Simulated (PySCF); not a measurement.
Ga(Me)2 (C₂H₆Ga), SMILES [CH3][Ga+][CH3], charge +1.

Coordinates come from a r2SCAN-D4/def2-SVP optimisation. The geometry has at least one imaginary mode, so it is a saddle point at that level. The spin state was assumed, not searched. The isomer is the one that the SMILES or the coordinates give; other isomers of the formula were not compared.

Computed with PBE/def2-TZVPD in PySCF.

Symmetry labels are those of the subgroup C2 that the program uses (full group D3).

Computed valence orbital energies around the gap with their symmetry:
```tsv
orbital	symmetry	energy (eV)
HOMO−7	A	-22.46
HOMO−6	B	-22.44
HOMO−5	A	-15.78
HOMO−4	A	-15.37
HOMO−3	B	-15.37
HOMO−2	B	-15.14
HOMO−1	A	-15.14
HOMO	B	-13.11
LUMO	A	-7.44
LUMO+1	B	-7.44
LUMO+2	A	-6.60
LUMO+3	B	-3.75
```
